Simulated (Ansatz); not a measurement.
C$_{2}$H$_{5}$AlO, SMILES `[OH][Al]1[CH2][CH2]1`, relaxed with RKS PBE0-D4/def2-TZVP in Ansatz from a PBE-D4/def2-SVP geometry. The force threshold is 0.005 eV/Å; the program also tests the step.

Charge 0, multiplicity 1.

Start:

```xyz
9

O     2.223    0.158    1.404
Al    0.754    0.069    0.525
C    -1.133    0.281    0.315
C    -0.359   -0.298   -0.993
H     3.062   -0.104    0.988
H    -1.881   -0.407    0.756
H    -1.596    1.277    0.165
H    -0.656   -1.328   -1.273
H    -0.414    0.354   -1.887
```

| step | energy (eV) | largest force (eV/Å) | largest move (Å) |
| --- | --- | --- | --- |
| 1 | -10793.2375 | 0.687 | 0.000 |
| 2 | -10793.2788 | 0.247 | 0.026 |
| 3 | -10793.2860 | 0.082 | 0.024 |
| 4 | -10793.2869 | 0.164 | 0.019 |
| 5 | -10793.2878 | 0.045 | 0.026 |
| 6 (rejected) | -10793.2875 | 0.029 | 0.021 |
| 7 | -10793.2879 | 0.012 | 0.006 |
| 8 | -10793.2879 | 0.005 | 0.003 |

End:

```xyz
9

O     2.194    0.155    1.370
Al    0.748    0.067    0.505
C    -1.116    0.285    0.318
C    -0.356   -0.299   -0.987
H     3.043   -0.102    1.014
H    -1.841   -0.404    0.749
H    -1.586    1.253    0.154
H    -0.668   -1.306   -1.263
H    -0.417    0.352   -1.859
```

It took 12 s on 2 threads of an AMD EPYC 9R45 on a shared host, with 0.33 GiB of host memory at the peak.
